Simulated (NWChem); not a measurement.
**Total energies of FGe**

```
Ge
F 1 1.7654
```
Charge 0, spin multiplicity 2.

Program: NWChem. Structure: optimised with UB3LYP/def2-SVP, a minimum by its harmonic frequencies.

Basis set: def2-QZVP (132 functions).

```csv
method,total energy (Ha),relative cost
UHF,-2174.90434,1
UMP2,-2175.43928,under 3
UB2PLYP,-2176.53892,under 3
UPBE,-2176.53184,under 3
UB3LYP,-2176.98485,under 3
UBLYP,-2177.00313,under 3
```

Total energies of different functionals aren't comparable as a measure of quality: only differences taken within one method are. The cost column gives rough processor time relative to UHF; each entry includes its own SCF.

The Hamiltonian is non-relativistic. The correlated methods keep 10 core orbitals frozen. B3LYP has NWChem's definition, with VWN1-RPA local correlation. This spin state was chosen for the runs; another may lie lower. The structure started from a generated list of species. The unpaired electrons of the parent sit in orbitals of symmetry b1 (C2v labels of the run); other states weren't searched. The stability of the SCF solutions was not checked. Open-shell Hartree-Fock references start from PBE0 orbitals; any time given for them includes that run.
